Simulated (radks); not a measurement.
Problem. These are the eigenvalues of the occupied orbitals of an atom or ion with whole-number occupations (hartree). Method: scalar-relativistic Kohn-Sham, PBE, spin-unpolarised, spherical densities, point nucleus; computed with a radial shooting solver on a logarithmic mesh with Libxc functionals.

orbital  eigenvalue
1s        -806.4638
2s        -116.1808
2p        -104.0791
3s        -20.68091
3p        -16.70383
3d        -10.30517
4s         -3.07861
4p         -1.97906
4d         -0.46095

Which element is it, and in what charge state? The configuration may be excited.

Solution. Z = 44, ruthenium, charge +1: Ru+ in [Kr] 4d7. The list shows which subshells hold electrons but not how many an open one holds; the 1s level, -806.46 hartree, gives Z - s = 40.2 by -(Z - s)^2/2, which with screening and relativity narrows Z to a few neighbours, and the depths of the outer levels then fix element, charge and occupations together.
